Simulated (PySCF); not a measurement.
## Molecular orbitals of ZnSb

PBE at R = 2.783 Å; Zn def2-SVPD, Sb def2-SVPD with ECP28; scalar-relativistic core potentials (PySCF 2.14). State: ⁴Σ⁻ (quartet), unpaired electrons σ ↑, π ↑↑. Only the outer orbitals are listed, counted within each symmetry, core potentials removing the inner ones.

| spin | orbital | occ. | ε (eV) | on Zn (%) | main shells (%) |
| --- | --- | --- | --- | --- | --- |
| α | 11σ | 1 | -6.98 | 59 | 57 Zn s, 39 Sb p |
| α | 6π | 1 | -5.42 | 4 | 96 Sb p |
| α | 6π | 1 | -5.42 | 4 | 96 Sb p |
| α | 12σ | 1 | -4.29 | 56 | 41 Sb p, 34 Zn s, 21 Zn p |
| α | 7π | 0 | -1.31 | 90 | 90 Zn p |
| α | 7π | 0 | -1.31 | 90 | 90 Zn p |
| α | 13σ | 0 | -0.09 | 56 | 55 Zn p, 38 Sb s |
| β | 11σ | 1 | -6.29 | 71 | 69 Zn s, 27 Sb p |
| β | 6π | 0 | -3.72 | 9 | 90 Sb p, 9 Zn p |
| β | 6π | 0 | -3.72 | 9 | 90 Sb p, 9 Zn p |
| β | 12σ | 0 | -3.15 | 49 | 47 Sb p, 27 Zn s, 22 Zn p |

Problem. Which are the highest filled and the lowest empty level, where do they sit, and how wide is the gap?

Solution. Highest filled α 12σ at -4.29 eV (in %: 41 Sb p, 34 Zn s, 21 Zn p); lowest empty β 6π at -3.72 eV (in %: 90 Sb p, 9 Zn p); the gap at PBE is 0.57 eV.

- bond order (Mayer): 0.86
- ⟨S²⟩: 3.756
- charge on Zn (Mulliken, basis-dependent): 0.06
- charge on Zn (Löwdin, basis-dependent): 0.13
- dipole moment (positive dipole means Zn(−)Sb(+)): -0.24 D
- polarisability along the bond: 143.4 bohr³
- polarisability across the bond: 71.5 bohr³

Spin–orbit coupling is left out. The state is the lowest determinant that a PBE0 search found; another state may lie lower at other levels.
